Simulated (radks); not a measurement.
Values are calculated unless marked as measured or tabulated.
Problem. The mean radii <r> (bohr) of the occupied orbitals of an atom or ion are listed with their occupations. Level of theory: non-relativistic Kohn-Sham, BLYP, spin-polarised, spherical densities, point nucleus (a radial shooting solver on a logarithmic mesh with Libxc functionals).

| orbital | occ. | <r> |
|---|---|---|
| 1s up | 1 | 0.02134 |
| 1s down | 1 | 0.02133 |
| 2s up | 1 | 0.08910 |
| 2s down | 1 | 0.08906 |
| 2p up | 3 | 0.07533 |
| 2p down | 3 | 0.07532 |
| 3s up | 1 | 0.2096 |
| 3s down | 1 | 0.2098 |
| 3p up | 2 | 0.1978 |

Name the element and its charge. Open shells, if any, are filled with parallel spins first.

Solution. Z = 71, lutetium, charge +57: Lu57+ in [Ne] 3s2 3p2. The 1s radius gives Z: for a bare nucleus <r> = 1.5/Z, 0.02113 bohr for Z = 71, and screening makes it slightly larger (0.02134 here). The occupations add up to 14, and the charge is Z minus that.
